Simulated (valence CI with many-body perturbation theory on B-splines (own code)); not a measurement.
E1 line list for La LII

Level of theory: relativistic CI+MBPT: four valence electrons over a frozen Dirac-Fock core [He], a basis of 11 s, 11 p, 9 d, 7 f, 5 g, 2 h, 1 i functions for each j, with the one-electron correlation potential Σ1 (screened to all orders), the two-electron term Σ2, the three-electron term Σ3, Breit, model QED; selected single and double excitations, second order for the rest (own B-spline code, finite nucleus).

No measured spectrum was set against this ion. As an estimate, large intervals hold to a few tenths of a per cent, small ones and those within an open d or f shell to about a per cent. Among the levels kept, up to 270 cm⁻¹ of a level comes from second order outside the variational space, and about a tenth of that is noise between levels of different J, which matters for small intervals.

Lines 201 to 250 of 281 in falling wavelength, among levels below 53760 × 10³ cm⁻¹, chosen from the strongest by gf and those to the six lowest levels. Wavelengths and rates use the calculated energies. Electric multipoles are in the length gauge, E1 and E2 with the static RPA response of the core. Weak lines are less certain than strong ones. Lines between different terms over intervals too small for the method are left out, as are lines whose strength nearly cancels. The highest levels of a list are the least certain.

Levels are named by their leading jj configuration (3d3/2^4 stands for four electrons in 3d with j = 3/2), which in mixed levels can hold well under half, so a name can repeat and another be missing. Letters in brackets count levels of one name in rising energy.

| λ vac (Å) | Upper | Lower | A (s⁻¹) | log gf | Branch % |
| --- | --- | --- | --- | --- | --- |
| 2.166 | (2s^2 2p3/2 3s) J=2 | (2s^2 2p1/2 2p3/2) J=1 | 5.61e+12 | -1.70 | 11.2 |
| 2.164 | (2s^2 2p3/2 3s) J=1 | (2s^2 2p1/2 2p3/2) J=1 | 4.68e+12 | -2.01 | 4.6 |
| 2.162 | (2s^2 2p3/2 3p3/2) J=2 | (2s 2p1/2^2 2p3/2) J=2 | 1.16e+12 | -2.39 | 7.5 |
| 2.155 | (2s 2p1/2 2p3/2 3s) J=2 [c] | (2s 2p1/2^2 2p3/2) J=2 | 1.58e+12 | -2.26 | 3.8 |
| 2.107 | (2s 2p1/2 2p3/2 3d3/2) J=2 [b] | (2s 2p1/2^2 2p3/2) J=1 | 1.21e+13 | -1.39 | 1.8 |
| 2.105 | (2s 2p1/2 2p3/2 3d5/2) J=2 [a] | (2s 2p1/2^2 2p3/2) J=1 | 2.38e+12 | -2.10 | 0.6 |
| 2.105 | (2s 2p1/2 2p3/2 3d3/2) J=1 [b] | (2s 2p1/2^2 2p3/2) J=1 | 1.50e+13 | -1.52 | 1.9 |
| 2.102 | (2s 2p1/2 2p3/2 3p1/2) J=1 [a] | (2s^2 2p1/2 2p3/2) J=2 | 1.18e+13 | -1.63 | 20.4 |
| 2.101 | (2s 2p1/2 2p3/2 3d5/2) J=1 [a] | (2s 2p1/2^2 2p3/2) J=1 | 4.08e+13 | -1.09 | 10.5 |
| 2.100 | (2s 2p1/2 2p3/2 3d3/2) J=2 [a] | (2s 2p1/2^2 2p3/2) J=2 | 1.14e+14 | -0.42 | 65.9 |
| 2.099 | (2s 2p1/2 2p3/2 3d3/2) J=1 [a] | (2s 2p1/2^2 2p3/2) J=2 | 4.18e+13 | -1.08 | 31.4 |
| 2.097 | (2s 2p1/2 2p3/2 3d3/2) J=3 [a] | (2s 2p1/2^2 2p3/2) J=2 | 1.46e+14 | -0.17 | 88.8 |
| 2.096 | (2s 2p1/2 2p3/2 3p1/2) J=1 [a] | (2s^2 2p1/2 2p3/2) J=1 | 4.52e+13 | -1.05 | 78.2 |
| 2.096 | (2s 2p1/2 2p3/2 3d3/2) J=2 [c] | (2s 2p1/2^2 2p3/2) J=1 | 5.01e+12 | -1.78 | 3.8 |
| 2.093 | (2s 2p1/2 2p3/2 3p1/2) J=2 [a] | (2s^2 2p1/2 2p3/2) J=1 | 1.16e+14 | -0.42 | 99.1 |
| 2.091 | (2p1/2^2 2p3/2 3p1/2) J=2 | (2s 2p1/2^2 2p3/2) J=1 | 4.45e+14 | 0.16 | 87.7 |
| 2.091 | (2s 2p1/2 2p3/2 3d5/2) J=1 [b] | (2s 2p1/2^2 2p3/2) J=1 | 2.52e+14 | -0.30 | 48.2 |
| 2.090 | (2s 2p1/2 2p3/2 3p1/2) J=3 | (2s^2 2p1/2 2p3/2) J=2 | 2.11e+14 | -0.01 | 99.8 |
| 2.089 | (2s 2p1/2 2p3/2 3d3/2) J=1 [c] | (2s 2p1/2^2 2p3/2) J=1 | 6.25e+12 | -1.91 | 3.7 |
| 2.088 | (2p1/2^2 2p3/2 3p1/2) J=1 | (2s 2p1/2^2 2p3/2) J=1 | 1.90e+12 | -2.43 | 1.2 |
| 2.088 | (2s 2p1/2 2p3/2 3d5/2) J=2 [b] | (2s 2p1/2^2 2p3/2) J=1 | 5.19e+12 | -1.77 | 1.3 |
| 2.087 | (2s 2p1/2 2p3/2 3d5/2) J=0 | (2s 2p1/2^2 2p3/2) J=1 | 1.28e+14 | -1.08 | 19.5 |
| 2.087 | (2s 2p1/2^2 3p1/2) J=1 | (2s^2 2p1/2^2) J=0 | 3.28e+14 | -0.19 | 98.7 |
| 2.086 | (2s 2p1/2 2p3/2 3d3/2) J=3 [b] | (2s 2p1/2^2 2p3/2) J=2 | 3.83e+14 | 0.24 | 84.9 |
| 2.084 | (2s 2p1/2 2p3/2 3d3/2) J=2 [b] | (2s 2p1/2^2 2p3/2) J=2 | 5.82e+14 | 0.28 | 87.0 |
| 2.083 | (2s 2p1/2 2p3/2 3d5/2) J=2 [a] | (2s 2p1/2^2 2p3/2) J=2 | 2.44e+13 | -1.10 | 6.3 |
| 2.083 | (2s 2p1/2 2p3/2 3d3/2) J=1 [b] | (2s 2p1/2^2 2p3/2) J=2 | 7.45e+14 | 0.16 | 92.9 |
| 2.083 | (2s 2p1/2 2p3/2 3d3/2) J=2 [d] | (2s 2p1/2^2 2p3/2) J=1 | 2.68e+14 | -0.06 | 85.0 |
| 2.082 | (2s 2p1/2 2p3/2 3d3/2) J=1 [d] | (2s 2p1/2^2 2p3/2) J=1 | 3.33e+14 | -0.19 | 57.7 |
| 2.082 | (2s 2p1/2 2p3/2 3d3/2) J=0 [b] | (2s 2p1/2^2 2p3/2) J=1 | 4.91e+14 | -0.50 | 81.0 |
| 2.081 | (2s 2p1/2 2p3/2 3p1/2) J=2 [b] | (2s^2 2p1/2 2p3/2) J=2 | 1.56e+14 | -0.30 | 97.5 |
| 2.079 | (2s 2p1/2 2p3/2 3d5/2) J=3 [a] | (2s 2p1/2^2 2p3/2) J=2 | 8.84e+13 | -0.40 | 12.0 |
| 2.078 | (2s 2p1/2 2p3/2 3d5/2) J=1 [a] | (2s 2p1/2^2 2p3/2) J=2 | 6.28e+12 | -1.91 | 1.6 |
| 2.078 | (2s^2 2p3/2 3d3/2) J=2 | (2s^2 2p1/2 2p3/2) J=2 | 1.98e+14 | -0.19 | 42.8 |
| 2.076 | (2s^2 2p1/2 3d3/2) J=1 | (2s^2 2p1/2^2) J=0 | 4.31e+14 | -0.08 | 82.6 |
| 2.076 | (2s^2 2p3/2 3d3/2) J=1 | (2s^2 2p1/2 2p3/2) J=2 | 1.21e+14 | -0.63 | 18.1 |
| 2.075 | (2s^2 2p3/2 3d3/2) J=3 | (2s^2 2p1/2 2p3/2) J=2 | 3.86e+14 | 0.24 | 100.0 |
| 2.073 | (2s 2p1/2 2p3/2 3d3/2) J=2 [c] | (2s 2p1/2^2 2p3/2) J=2 | 1.25e+12 | -2.40 | 1.0 |
| 2.072 | (2s^2 2p3/2 3d3/2) J=2 | (2s^2 2p1/2 2p3/2) J=1 | 2.47e+14 | -0.10 | 53.6 |
| 2.071 | (2s 2p1/2 2p3/2 3d5/2) J=3 [b] | (2s 2p1/2^2 2p3/2) J=2 | 9.79e+11 | -2.36 | 0.3 |
| 2.071 | (2s 2p1/2 2p3/2 3p1/2) J=2 [c] | (2s^2 2p1/2 2p3/2) J=2 | 1.78e+13 | -1.24 | 87.0 |
| 2.070 | (2s^2 2p3/2 3d3/2) J=1 | (2s^2 2p1/2 2p3/2) J=1 | 4.49e+14 | -0.06 | 67.2 |
| 2.070 | (2s^2 2p3/2 3d3/2) J=0 | (2s^2 2p1/2 2p3/2) J=1 | 5.76e+14 | -0.43 | 99.9 |
| 2.069 | (2s 2p1/2 2p3/2 3d3/2) J=3 [c] | (2s 2p1/2^2 2p3/2) J=2 | 9.92e+12 | -1.35 | 5.2 |
| 2.068 | (2p1/2^2 2p3/2 3p1/2) J=2 | (2s 2p1/2^2 2p3/2) J=2 | 1.46e+13 | -1.33 | 2.9 |
| 2.068 | (2s 2p1/2 2p3/2 3d5/2) J=1 [b] | (2s 2p1/2^2 2p3/2) J=2 | 4.60e+12 | -2.05 | 0.9 |
| 2.065 | (2p1/2^2 2p3/2 3p1/2) J=1 | (2s 2p1/2^2 2p3/2) J=2 | 1.50e+13 | -1.54 | 9.5 |
| 2.065 | (2s 2p1/2 2p3/2 3d5/2) J=2 [b] | (2s 2p1/2^2 2p3/2) J=2 | 1.08e+12 | -2.46 | 0.3 |
| 2.065 | (2s^2 2p3/2 3d5/2) J=2 | (2s^2 2p1/2 2p3/2) J=2 | 6.49e+12 | -1.68 | 1.6 |
| 2.065 | (2s 2p1/2 2p3/2 3p1/2) J=1 [b] | (2s^2 2p1/2 2p3/2) J=1 | 3.83e+12 | -2.13 | 8.5 |

Question: How does gf follow from A for the line at 2.073 Å?

Answer: gf = 1.4992 × (2J+1)_upper × A / σ², with σ = 48235027 cm⁻¹ and 2J+1 = 5: gf = 0.00402.
